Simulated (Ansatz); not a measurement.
Mulliken charges of AlFH4OSi, SMILES `O[SiH](F)[AlH2]` from ωB97M-V/def2-TZVPP in Ansatz (PBE0-D4/def2-TZVP geometry).

```csv
atom,x (Å),y (Å),z (Å),charge (e)
O1,0.520,1.481,-0.837,-0.382
Si2,0.301,0.531,0.488,0.456
F3,1.722,0.238,1.187,-0.316
Al4,-0.700,-1.556,-0.378,0.359
H5,0.760,2.401,-0.709,0.176
H6,-0.454,1.298,1.524,-0.076
H7,0.202,-2.634,-1.115,-0.108
H8,-2.259,-1.816,-0.215,-0.111
```

**Question.** By hand: the dipole of these point charges (1 e Å = 4.8032 D).

**Answer.** Σ q r = (-0.460, -0.147, -0.065) e Å, of length 0.487 e Å = 2.34 D.

**Question.** How does the dipole of the full density compare? (An estimate is asked.)

**Answer.** Ansatz gave: (-0.175, 0.206, -0.012) e Å, 1.30 D; the point charges give 1.80 times that, at 67° from its direction.

Point charges leave out the atoms' own dipoles, such as those of lone pairs, and Mulliken's split depends on the basis, so the two needn't agree.
